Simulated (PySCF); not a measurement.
GaH6N3, SMILES [NH2][Ga]([NH2])[NH2].

Geometry: PBE-D3(BJ)/def2-SVP. The structure was generated by enumeration; whether it is a known compound was not checked. One conformer was computed; it need not be the lowest.

Method: PBE/def2-TZVP (PySCF).

Symmetry labels are those of the subgroup Cs that the program uses (full group Cs).

Computed valence orbital energies around the gap with their symmetry:
```json
[
 {"orbital": "HOMO−7", "symmetry": "A\"", "energy (eV)": "-11.33"},
 {"orbital": "HOMO−6", "symmetry": "A'", "energy (eV)": "-11.12"},
 {"orbital": "HOMO−5", "symmetry": "A\"", "energy (eV)": "-11.00"},
 {"orbital": "HOMO−4", "symmetry": "A'", "energy (eV)": "-8.53"},
 {"orbital": "HOMO−3", "symmetry": "A\"", "energy (eV)": "-8.47"},
 {"orbital": "HOMO−2", "symmetry": "A'", "energy (eV)": "-6.29"},
 {"orbital": "HOMO−1", "symmetry": "A'", "energy (eV)": "-5.51"},
 {"orbital": "HOMO", "symmetry": "A\"", "energy (eV)": "-5.40"},
 {"orbital": "LUMO", "symmetry": "A'", "energy (eV)": "-0.82"},
 {"orbital": "LUMO+1", "symmetry": "A'", "energy (eV)": "0.30"},
 {"orbital": "LUMO+2", "symmetry": "A'", "energy (eV)": "0.71"},
 {"orbital": "LUMO+3", "symmetry": "A\"", "energy (eV)": "0.72"}
]
```
